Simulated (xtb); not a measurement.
Calculation: GFN2-xTB in xtb.

```
xtb start.xyz --ohess tight --gfn 2 --chrg 0 --uhf 0 --iterations 400

# start.xyz
5

Zr     0.000000     0.000000     0.000000
F      1.951784    -0.625863     0.929051
F     -1.212659    -1.828301    -0.501074
F     -1.143916     1.284281     1.451336
F      0.404791     1.169884    -1.879312
```

Output:

```
[...]
          ...................................................

 iter      E             dE          RMSdq      gap      omega  full diag
   1    -21.0022210 -0.210022E+02  0.125E-06    6.15       0.0  T
   2    -21.0022210 -0.710543E-14  0.857E-07    6.15   52155.9  T
   3    -21.0022210  0.106581E-13  0.246E-07    6.15  100000.0  T

   *** convergence criteria satisfied after 3 iterations ***

         #    Occupation            Energy/Eh            Energy/eV
      -------------------------------------------------------------
         1        2.0000           -0.9225708             -25.1044
       ...           ...                  ...                  ...
        10        2.0000           -0.5402498             -14.7009
        11        2.0000           -0.5402497             -14.7009
        12        2.0000           -0.5396823             -14.6855
        13        2.0000           -0.5396823             -14.6855
        14        2.0000           -0.5362709             -14.5927
        15        2.0000           -0.5362709             -14.5927
        16        2.0000           -0.5362708             -14.5927 (HOMO)
        17                         -0.3102103              -8.4413 (LUMO)
        18                         -0.3102103              -8.4413
        19                         -0.2622894              -7.1373
        20                         -0.2622894              -7.1373
        21                         -0.2622894              -7.1373
       ...                                ...                  ...
        25                          0.3519678               9.5775
      -------------------------------------------------------------
                  HL-Gap            0.2260605 Eh            6.1514 eV
             Fermi-level           -0.4232406 Eh          -11.5170 eV


         :::::::::::::::::::::::::::::::::::::::::::::::::::::
         ::                     SUMMARY                     ::
         :::::::::::::::::::::::::::::::::::::::::::::::::::::
         :: total energy             -20.955707856337 Eh    ::
         :: gradient norm              0.000000672065 Eh/a0 ::
         :: HOMO-LUMO gap              6.151419263682 eV    ::
         ::.................................................::
         :: SCC energy               -21.002220450083 Eh    ::
         :: -> isotropic ES            0.089199137238 Eh    ::
         :: -> anisotropic ES         -0.000330233625 Eh    ::
         :: -> anisotropic XC         -0.000135522012 Eh    ::
         :: -> dispersion             -0.001859845629 Eh    ::
         :: repulsion energy           0.046512593747 Eh    ::
         :: add. restraining           0.000000000000 Eh    ::
         :: total charge              -0.000000000000 e     ::
         :::::::::::::::::::::::::::::::::::::::::::::::::::::

           -------------------------------------------------
          |                Numerical Hessian                |
           -------------------------------------------------
step length          :   0.00500
SCC accuracy         :   0.30000
Hessian scale factor :   1.00000
frozen atoms in %    :   0.00000    0
RMS gradient         :   0.00000
estimated CPU  time      0.00 min
estimated wall time      0.00 min

writing file <hessian>.

 projected vibrational frequencies (cm⁻¹)
eigval :       -0.00    -0.00    -0.00    -0.00     0.00     0.00
eigval :      152.30   152.30   156.10   156.10   156.10   518.46
eigval :      574.53   574.53   574.53
           -------------------------------------------------
          |                Property Printout                |
           -------------------------------------------------

    * Orbital Energies and Occupations

         #    Occupation            Energy/Eh            Energy/eV
      -------------------------------------------------------------
         1        2.0000           -0.9225708             -25.1044
       ...           ...                  ...                  ...
         4        2.0000           -0.8738015             -23.7774
         5        2.0000           -0.5693479             -15.4927
         6        2.0000           -0.5502000             -14.9717
         7        2.0000           -0.5502000             -14.9717
         8        2.0000           -0.5502000             -14.9717
         9        2.0000           -0.5402499             -14.7009
        10        2.0000           -0.5402498             -14.7009
        11        2.0000           -0.5402497             -14.7009
        12        2.0000           -0.5396823             -14.6855
        13        2.0000           -0.5396823             -14.6855
        14        2.0000           -0.5362709             -14.5927
        15        2.0000           -0.5362709             -14.5927
        16        2.0000           -0.5362708             -14.5927 (HOMO)
        17                         -0.3102103              -8.4413 (LUMO)
        18                         -0.3102103              -8.4413
        19                         -0.2622894              -7.1373
        20                         -0.2622894              -7.1373
        21                         -0.2622894              -7.1373
        22                          0.1701894               4.6311
        23                          0.3519664               9.5775
        24                          0.3519671               9.5775
        25                          0.3519678               9.5775
      -------------------------------------------------------------
                  HL-Gap            0.2260605 Eh            6.1514 eV
             Fermi-level           -0.4232406 Eh          -11.5170 eV

     #   Z          covCN         q      C6AA      α(0)
     1  40 Zr       2.564     1.592   149.637    28.916
     2   9 F        0.641    -0.398    13.525     4.340
     3   9 F        0.641    -0.398    13.525     4.340
     4   9 F        0.641    -0.398    13.525     4.340
     5   9 F        0.641    -0.398    13.525     4.340

 Mol. C6AA /au·bohr⁶  :        659.001599
 Mol. C8AA /au·bohr⁸  :      44118.991247
 Mol. α(0) /au        :         46.276593

Wiberg/Mayer (AO) data.
largest (>0.10) Wiberg bond orders for each atom

 ---------------------------------------------------------------------------
     #   Z sym  total        # sym  WBO       # sym  WBO       # sym  WBO
 ---------------------------------------------------------------------------
     1  40 Zr   3.769 --     4 F    0.942     5 F    0.942     2 F    0.942
                             3 F    0.942
     2   9 F    1.037 --     1 Zr   0.942
     3   9 F    1.037 --     1 Zr   0.942
     4   9 F    1.037 --     1 Zr   0.942
     5   9 F    1.037 --     1 Zr   0.942
 ---------------------------------------------------------------------------

Topologies differ in total number of bonds
Writing topology from bond orders to xtbtopo.mol

molecular dipole:
                 x           y           z       tot (Debye)
 q only:        0.000      -0.000      -0.000
   full:        0.000      -0.000      -0.000       0.000
molecular quadrupole (traceless):
                xx          xy          yy          xz          yz          zz
 q only:       -0.000      -0.000      -0.000      -0.000       0.000       0.000
  q+dip:       -0.000      -0.000      -0.000      -0.000       0.000       0.000
   full:       -0.000      -0.000      -0.000      -0.000       0.000       0.000

           -------------------------------------------------
          |                Geometry Summary                 |
           -------------------------------------------------

      molecular mass/u    :      167.2172542
   center of mass at/Å    :        0.0000001      -0.0000005       0.0000001
  moments of inertia/u·Å² :        0.1720189E+03   0.1720190E+03   0.1720191E+03
rotational constants/cm⁻¹ :        0.9799870E-01   0.9799865E-01   0.9799858E-01

 * 4 selected distances

     #   Z          #   Z                                           value/Å
     1  40 Zr       2   9 F                                       1.8426601
     1  40 Zr       3   9 F                                       1.8426600 (min)
     1  40 Zr       4   9 F                                       1.8426612 (max)
     1  40 Zr       5   9 F                                       1.8426609

 * 1 distinct bonds (by element types)

   Z      Z             #   av. dist./Å        max./Å        min./Å
   9 F   40 Zr          4     1.8426605     1.8426612     1.8426600

           -------------------------------------------------
          |               Frequency Printout                |
           -------------------------------------------------
 projected vibrational frequencies (cm⁻¹)
eigval :       -0.00    -0.00    -0.00    -0.00     0.00     0.00
eigval :      152.30   152.30   156.10   156.10   156.10   518.46
eigval :      574.53   574.53   574.53
 reduced masses (amu)
   1: 44.74   2: 46.18   3: 22.76   4: 37.77   5: 25.99   6: 54.76   7: 19.00   8: 19.00
   9: 36.22  10: 36.22  11: 36.22  12: 19.00  13: 34.60  14: 34.60  15: 34.60
 IR intensities (km·mol⁻¹)
   1:  0.00   2:  0.00   3:  0.00   4:  0.00   5:  0.00   6:  0.00   7:  0.00   8:  0.00
   9: 76.66  10: 76.66  11: 76.65  12:  0.00  13: 91.11  14: 91.10  15: 91.09
 Raman intensities (Ä⁴*amu⁻¹)
   1:  0.00   2:  0.00   3:  0.00   4:  0.00   5:  0.00   6:  0.00   7:  0.00   8:  0.00
   9:  0.00  10:  0.00  11:  0.00  12:  0.00  13:  0.00  14:  0.00  15:  0.00
 output can be read by thermo (or use thermo option).
 writing <g98.out> molden fake output.
 recommended (thermochemical) frequency scaling factor: 1.0
           -------------------------------------------------
Molecule has the following symmetry elements: 4*(C3) 3*(C2) 3*(S4) 6*(sigma)
It seems to be the Td point group
          |             Thermodynamic Functions             |
           -------------------------------------------------

td  symmetry found (for desy threshold:  0.10E+00) used in thermo

          ...................................................
          :                      SETUP                      :
          :.................................................:
          :  # frequencies                           9      :
          :  # imaginary freq.                       0      :
          :  linear?                             false      :
          :  only rotor calc.                    false      :
          :  symmetry                               td      :
          :  rotational number                      12      :
          :  scaling factor                  1.0000000      :
          :  rotor cutoff                   50.0000000 cm⁻¹ :
          :  imag. cutoff                  -20.0000000 cm⁻¹ :
          :.................................................:

    mode    ω/cm⁻¹     T·S(HO)/kcal·mol⁻¹    T·S(FR)/kcal·mol⁻¹   T·S(vib)
   ------------------------------------------------------------------------
       1    152.30    -0.78810 ( 98.85%)    -0.72640 (  1.15%)    -0.78739
       2    152.30    -0.78809 ( 98.85%)    -0.72639 (  1.15%)    -0.78738
       3    156.10    -0.77417 ( 98.96%)    -0.71911 (  1.04%)    -0.77359
       4    156.10    -0.77416 ( 98.96%)    -0.71910 (  1.04%)    -0.77358
       5    156.10    -0.77415 ( 98.96%)    -0.71910 (  1.04%)    -0.77357
   ------------------------------------------------------------------------

   temp. (K)  partition function   enthalpy   heat capacity  entropy
                                   cal/mol     cal/K/mol   cal/K/mol   J/K/mol
 298.15  VIB   32.9                 2454.557     13.907     15.167
         ROT  0.144E+05              888.752      2.981     22.004
         INT  0.473E+06             3343.309     16.888     37.170
         TR   0.209E+28             1481.254      4.968     41.232
         TOT                        4824.5630    21.8563    78.4020   328.0341

       T/K    H(0)-H(T)+PV         H(T)/Eh          T*S/Eh         G(T)/Eh
   ------------------------------------------------------------------------
    298.15    0.768843E-02    0.145570E-01    0.372513E-01   -0.226943E-01
   ------------------------------------------------------------------------

         :::::::::::::::::::::::::::::::::::::::::::::::::::::
         ::                  THERMODYNAMIC                  ::
         :::::::::::::::::::::::::::::::::::::::::::::::::::::
         :: total free energy         -20.978402200432 Eh   ::
         ::.................................................::
         :: total energy              -20.955707856337 Eh   ::
         :: zero point energy           0.006868559273 Eh   ::
         :: G(RRHO) w/o ZPVE           -0.029562903368 Eh   ::
         :: G(RRHO) contrib.           -0.022694344095 Eh   ::
         :::::::::::::::::::::::::::::::::::::::::::::::::::::

optimized geometry written to: xtbopt.xyz

           -------------------------------------------------
          | TOTAL ENERGY              -20.955707856337 Eh   |
          | TOTAL ENTHALPY            -20.941150866563 Eh   |
          | TOTAL FREE ENERGY         -20.978402200432 Eh   |
          | GRADIENT NORM               0.000000672301 Eh/α |
          | HOMO-LUMO GAP               6.151419259713 eV   |
           -------------------------------------------------

------------------------------------------------------------------------
```

Cost: about 0.15 core-seconds (a rough figure).
